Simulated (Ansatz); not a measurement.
`[NH]=[V]([NH2])([OH])[F]` and `[NH]=[V]([NH2])([OH])[Cl]` differ in one element.

Ansatz, PBE0-D4/def2-TZVP geometries, multiplicity 1. Each molecule was computed in one conformer, which needn't be the lowest.

Scalar relativity is left out up to krypton.

| property | `[NH]=[V]([NH2])([OH])[F]` |
| --- | --- |
| ideal-gas entropy at 298 K and 1 bar (rigid rotor, harmonic PBE0-D4/def2-TZVP) / J/(mol·K) | 342 |
| HOMO energy (PBE0/def2-TZVPP) / eV | -7.91 |
| HOMO–LUMO gap (ωB97M-V/def2-TZVPP) / eV | 10.58 |
| HOMO–LUMO gap (PBE0/def2-TZVPP) / eV | 6.01 |
| size of the dipole moment (ωB97M-V/def2-TZVPP) / D | 3.05 |
| LUMO energy (PBE0/def2-TZVPP) / eV | -1.90 |

(1) What does the change do to each property? (Estimate.)

## Answers

(1) The calculation gave: 
```csv
property,`[NH]=[V]([NH2])([OH])[Cl]`,shift
"ideal-gas entropy at 298 K and 1 bar (rigid rotor, harmonic PBE0-D4/def2-TZVP) / J/(mol·K)",354,12
HOMO energy (PBE0/def2-TZVPP) / eV,-7.81,0.10
HOMO–LUMO gap (ωB97M-V/def2-TZVPP) / eV,10.10,-0.48
HOMO–LUMO gap (PBE0/def2-TZVPP) / eV,5.67,-0.34
size of the dipole moment (ωB97M-V/def2-TZVPP) / D,3.54,0.49
LUMO energy (PBE0/def2-TZVPP) / eV,-2.14,-0.24
```

With PBE0 the HOMO rises by 0.10 eV and the LUMO falls by 0.24 eV, so the gap narrows by about 0.34 eV. PBE moves the HOMO by 0.02 eV and ωB97M-V by 0.20 eV. Dipoles are sizes alone; their direction can turn.
